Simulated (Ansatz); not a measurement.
C2H7BO2S can be A, `CB(O)SCO`, or B, `COB(S)OC`.

Computed with Ansatz on PBE0-D4/def2-TZVP structures; ΔE is electronic, products minus reactants. CCSD(T)/CBS is the MP2 limit (def2-TZVPP, def2-QZVPP) plus CCSD(T) − MP2 in def2-TZVPP, frozen cores. DFT in def2-TZVPP. B3LYP here is the variant with VWN-RPA as its local correlation; programs differ in this. One conformer a species, not always the lowest.

A:

```xyz
13

C     0.758    0.693   -1.139
B    -0.731    0.249   -0.921
O    -1.652    0.644   -1.841
S    -1.316   -0.783    0.461
C     0.184   -1.048    1.464
O     0.373   -0.104    2.470
H     1.252    1.055   -0.234
H     0.812    1.478   -1.896
H     1.355   -0.152   -1.500
H    -2.544    0.327   -1.674
H     0.049   -2.010    1.958
H     1.035   -1.116    0.782
H     0.427    0.768    2.069
```

B:

```xyz
13

C     1.919    0.513   -0.769
O     0.693   -0.114   -0.463
B    -0.207    0.439    0.390
S     0.125    2.047    1.197
O    -1.373   -0.199    0.654
C    -1.652   -1.445    0.041
H     2.528    0.647    0.130
H     2.455   -0.129   -1.468
H     1.757    1.489   -1.235
H    -1.037    2.064    1.866
H    -2.632   -1.767    0.392
H    -1.671   -1.352   -1.048
H    -0.905   -2.194    0.313
```

(1) Which is lower in electronic energy at CCSD(T)/CBS, and by how much? (Best estimate.)

(2) Give E(B) − E(A) in kJ/mol with B3LYP-D4, B2PLYP, ωB97M-V, MP2/def2-TZVPP, CCSD(T)/def2-TZVPP, HF/def2-TZVPP, r2SCAN-D4. (An estimate is asked.)

Largest T1 diagnostic: 0.012.

Results:

(1) Computed: B, by 61.4 kJ/mol.

(2) The calculation gave: B3LYP-D4 -69.8, B2PLYP -69.6, ωB97M-V -64.0, MP2/def2-TZVPP -61.0, CCSD(T)/def2-TZVPP -67.4, HF/def2-TZVPP -95.2, r2SCAN-D4 -60.0. None reverses the order clearly.

From PBE to PBE0 (25 % exact exchange), in def2-TZVPP and without D4, E(B) − E(A) moves by −5.8 kJ/mol. In def2-TZVPP, CCSD(T) changes the Hartree–Fock value by +27.8 kJ/mol (the triples alone add +4.4 kJ/mol) and MP2 by +34.2 kJ/mol.
